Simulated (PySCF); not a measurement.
Species: C₇H₄F₂O.
SMILES with atom numbers: `[CH:1]#[C:2][c:3]1[o:4][cH:5][cH:6][c:7]1[CH:8]([F:9])[F:10]`

NICS is the negative of the GIAO shielding at a point without a nucleus: at the ring centre (0) and 1 Å above and below it (1); zz is the component along the ring normal. Level: GIAO PBE0/pcSseg-1 (PySCF, non-relativistic, gas phase) on the GFN2-xTB geometry, one conformer.

Ring bond lengths (Å), with Mayer bond orders in brackets: C3–O4 1.346 (1.02), O4–C5 1.340 (1.10), C5–C6 1.361 (1.59), C6–C7 1.417 (1.28), C7–C3 1.380 (1.44).

Problem. Give the NICS values of each ring in ppm.

Solution. 
```
          ring                                               type  NICS(0)  NICS(1), two faces  NICS(1)zz, two faces  rms pucker (Å)  centre to ring atoms, mean (Å)
C3–O4–C5–C6–C7  5-membered ring with O; formal bonds all aromatic    -12.2       -10.3 / -10.3         -25.0 / -25.0            0.00                            1.16
```

Problem. What do they say, and how far can they be read as aromaticity?

Solution. 
- C3–O4–C5–C6–C7: mean NICS(1)zz -25.0 ppm, shielded. The ring is flat and has no four-coordinate atom; by the NICS criterion it is aromatic.

Problem. And the bond-length index? HOMA takes Krygowski's 1993 parameters.

Solution. 
- C3–O4–C5–C6–C7: HOMA 0.53; the largest term is that of C3–O4, α(R − Ropt)² = 1.03.

Problem. At the first NICS(1) probe listed for ring C3–O4–C5–C6–C7, 1 Å off the ring, what do the in-plane components average?

Solution. The isotropic value is a third of the trace: (3 × -10.3 − (-25.0))/2 = -3.0 ppm.

Problem. How shielded are the nuclei of the rings and their hydrogens (means over atoms taken as equivalent)?

Solution. 
| atoms | environment | σ isotropic (ppm) | principal values of the symmetric part, first atom (ppm) |
| --- | --- | --- | --- |
| C3 | substituted aromatic carbon | 46.1 | -18.8, 51.9, 105.1 |
| O4 | furan-type oxygen | 26.1 | -114.3, -47.6, 240.3 |
| C5 | aromatic CH next to a ring oxygen | 37.7 | -37.4, 42.4, 108.1 |
| C6 | aromatic CH carbon | 69.5 | -15.0, 60.1, 163.3 |
| C7 | substituted aromatic carbon | 49.1 | -29.0, 32.4, 143.9 |
| H on C5 | aromatic hydrogen | 24.21 | 21.0, 25.1, 26.5 |
| H on C6 | aromatic hydrogen | 24.63 | 22.1, 24.8, 26.9 |

The values belong to the conformer `[CH:1]#[C:2][c:3]1[o:4][cH:5][cH:6][c:7]1[CH:8]([F:9])[F:10]`: C6–C7–C8–F9 -62°.
